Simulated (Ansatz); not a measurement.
In8P7Cl3⁺. Charge 1, multiplicity 2. Geometry r2SCAN-D4/def2-SVP, that of the neutral singlet; atoms count from 1.

Cartesian coordinates in Å:
```
P -0.663 3.513 3.254
P 1.212 1.381 -0.626
P -3.320 0.695 0.382
P -1.493 -2.990 -0.787
P 0.074 -1.761 2.667
P 1.632 -1.673 -4.085
P 3.130 -2.535 0.363
In -2.303 2.545 1.760
In -1.289 1.370 -1.083
In -0.355 -1.821 -2.658
In 0.833 2.686 1.511
In 1.758 -0.426 1.150
In -1.767 -1.147 1.077
In 0.637 -3.219 0.607
In 2.701 -2.076 -1.995
Cl -1.844 3.795 -0.827
Cl -1.817 0.280 -3.312
Cl 2.874 1.384 2.600
```

In the def2 sets In takes a core potential; there is no spin–orbit coupling. Single mean-field runs in def2-TZVP are fitted with def2-universal-jkfit.

Q: Estimate the Mulliken populations from the PBE0/def2-TZVP orbitals of Ansatz.

A: 
```json
{"atom": "P1", "charge (e)": "-0.10", "spin (α − β)": "0.92"}
{"atom": "P2", "charge (e)": "-0.27", "spin (α − β)": "0.01"}
{"atom": "P3", "charge (e)": "-0.24", "spin (α − β)": "0.00"}
{"atom": "P4", "charge (e)": "-0.33", "spin (α − β)": "0.00"}
{"atom": "P5", "charge (e)": "-0.34", "spin (α − β)": "0.00"}
{"atom": "P6", "charge (e)": "-0.28", "spin (α − β)": "0.00"}
{"atom": "P7", "charge (e)": "-0.29", "spin (α − β)": "0.01"}
{"atom": "In8", "charge (e)": "0.53", "spin (α − β)": "0.02"}
{"atom": "In9", "charge (e)": "0.51", "spin (α − β)": "0.00"}
{"atom": "In10", "charge (e)": "0.46", "spin (α − β)": "0.00"}
{"atom": "In11", "charge (e)": "0.58", "spin (α − β)": "0.02"}
{"atom": "In12", "charge (e)": "0.42", "spin (α − β)": "0.00"}
{"atom": "In13", "charge (e)": "0.41", "spin (α − β)": "0.00"}
{"atom": "In14", "charge (e)": "0.40", "spin (α − β)": "0.00"}
{"atom": "In15", "charge (e)": "0.43", "spin (α − β)": "0.00"}
{"atom": "Cl16", "charge (e)": "-0.30", "spin (α − β)": "0.02"}
{"atom": "Cl17", "charge (e)": "-0.30", "spin (α − β)": "0.00"}
{"atom": "Cl18", "charge (e)": "-0.30", "spin (α − β)": "0.00"}
```
Mulliken values depend strongly on the basis.

Q: Where does the spin sit?

A: Summed by element: P 0.93, In 0.05, Cl 0.02, of 1 unpaired in all. Largest on single atoms: P1 0.92, In11 0.02, Cl16 0.02.

Q: And the Mayer bond orders between heavy atoms (over 0.3)?

A: P1–In8 1.01 (2.42 Å); P1–In11 0.94 (2.44 Å); P2–In9 0.90 (2.54 Å); P2–In11 1.00 (2.53 Å); P2–In12 0.73 (2.59 Å); P3–In8 1.01 (2.52 Å); P3–In9 0.77 (2.59 Å); P3–In13 0.85 (2.51 Å); P4–In10 0.99 (2.48 Å); P4–In13 0.79 (2.64 Å); P4–In14 0.90 (2.56 Å); P5–In12 0.79 (2.63 Å); P5–In13 0.97 (2.51 Å); P5–In14 0.83 (2.59 Å); P6–In10 1.19 (2.45 Å); P6–In15 1.40 (2.38 Å); P7–In12 0.79 (2.64 Å); P7–In14 0.82 (2.60 Å); P7–In15 1.03 (2.44 Å); In8–Cl16 0.40 (2.91 Å); In9–Cl16 0.63 (2.50 Å); In9–Cl17 0.62 (2.54 Å); In10–Cl17 0.44 (2.64 Å); In11–Cl18 0.53 (2.65 Å); In12–Cl18 0.53 (2.57 Å).
